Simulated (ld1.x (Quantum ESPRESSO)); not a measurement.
Plane-wave convergence, PAW potential for Ga

* Element: gallium (Ga)
* Generator: ld1.x (Quantum ESPRESSO) 7.5
* Type: PAW
* Functional: PBE
* Relativity: scalar-relativistic
* Frozen core: [Ar]
* Valence charge: 13
* Reference configuration: 3d10 4s2 4p1
* Partial waves: 4s (bound): rcut 1.75, rcutus 2.20 bohr; 4s channel at -0.05 Ry: rcut 1.75, rcutus 2.20 bohr; 4p (bound): rcut 1.95, rcutus 2.50 bohr; 4p channel at 1.7 Ry: rcut 1.95, rcutus 2.50 bohr; 3d (bound): rcut 0.75, rcutus 1.00 bohr; 3d channel at -0.55 Ry: rcut 0.75, rcutus 1.00 bohr
* Local potential: all-electron potential smoothed inside 2.15 bohr (lloc = -2)
* Core correction: Bessel-smoothed model core inside 0.75 bohr
* Augmentation charge: BESSEL, radius 0.85 bohr

The pseudo-atom Hamiltonian at the reference potential is diagonalised in spherical Bessel functions j_l(qr) that vanish at 20 bohr, with q² up to the cutoff. All-electron valence levels (Ry): 4s -0.6577, 4p -0.1896, 3d -1.4078.

**Question.** How do the lowest levels (Ry) of each channel move with the cutoff, and are there ghosts?

**Answer.**

```
cutoff (Ry)     s #1     p #1    p #2     d #1    f #1  Σ f·Δε (mRy)
          8  -0.6576  -0.1888  0.0242   0.0466  0.1018       14545.8
         15  -0.6577  -0.1895  0.0241   0.0460  0.1018       14539.1
         21  -0.6577  -0.1896  0.0241   0.0451  0.1018       14529.5
         35  -0.6577  -0.1896  0.0241  -0.0173  0.1018       13905.9
         50  -0.6577  -0.1896  0.0241  -0.7810  0.1018        6268.9
         60  -0.6577  -0.1896  0.0241  -1.0934  0.1018        3145.0
         90  -0.6577  -0.1896  0.0241  -1.3921  0.1018         157.9
        120  -0.6577  -0.1896  0.0241  -1.4061  0.1018          17.8
        180  -0.6577  -0.1896  0.0241  -1.4076  0.1018           2.4
        230  -0.6577  -0.1896  0.0241  -1.4077  0.1018           1.4
        350  -0.6577  -0.1896  0.0241  -1.4079  0.1018           0.2
        400  -0.6577  -0.1896  0.0241  -1.4079  0.1018           0.0
```

Result: no extra level below or beside the all-electron valence levels (s, p, d, f tested); 10 mRy is reached at 160 Ry and 1 mRy at 260 Ry.
